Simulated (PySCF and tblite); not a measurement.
Results of a calculation; reference values are marked as such.
Stationary points of C₅H₇B₂N at GFN2-xTB, in Å:

Structure A

```
 1 B    -3.263   -0.960   -1.542
 2 N    -2.029   -0.617   -0.883
 3 B    -1.583   -0.812    0.421
 4 C    -0.201   -0.324    0.812
 5 C     0.896    0.062    1.129
 6 C     2.223    0.533    1.497
 7 C     2.888    1.141    0.358
 8 C     3.410    1.636   -0.598
 9 H    -4.157   -0.197   -1.546
10 H    -3.369   -1.997   -2.085
11 H    -1.380   -0.147   -1.502
12 H    -2.279   -1.350    1.199
13 H     2.138    1.270    2.305
14 H     2.822   -0.311    1.860
15 H     3.882    2.073   -1.426
```

Structure B

```
 1 B    -3.233   -1.000   -1.757
 2 N    -2.015   -0.619   -1.173
 3 B    -1.623   -0.713    0.187
 4 C    -0.248   -0.235    0.590
 5 C     0.851    0.146    0.913
 6 C     2.176    0.609    1.288
 7 C     2.912    1.072    0.124
 8 C     3.494    1.446   -0.852
 9 H    -4.070   -1.461   -1.081
10 H    -3.390   -0.850   -2.909
11 H    -1.319   -0.226   -1.795
12 H    -2.364   -1.155    0.979
13 H     2.082    1.428    2.011
14 H     2.725   -0.212    1.765
15 H     4.018    1.778   -1.697
```

Level: revPBE/pcSseg-1 + D3(BJ) on GFN2-xTB stationary points, with GFN2-xTB thermal terms.

Problem. Which structure is a saddle point, and along which motion?

Solution. A: one imaginary mode (624i cm⁻¹ at GFN2-xTB, mostly on H10, H9, H11), along the rotation about the B1–N2 bond (torsion H–B1–N2–B3 from 0° to 180°, rising).

Problem. Give their symmetry and energies above the lowest.

Solution. A Cs, 20.8 kcal/mol; B Cs, 0.0 kcal/mol.
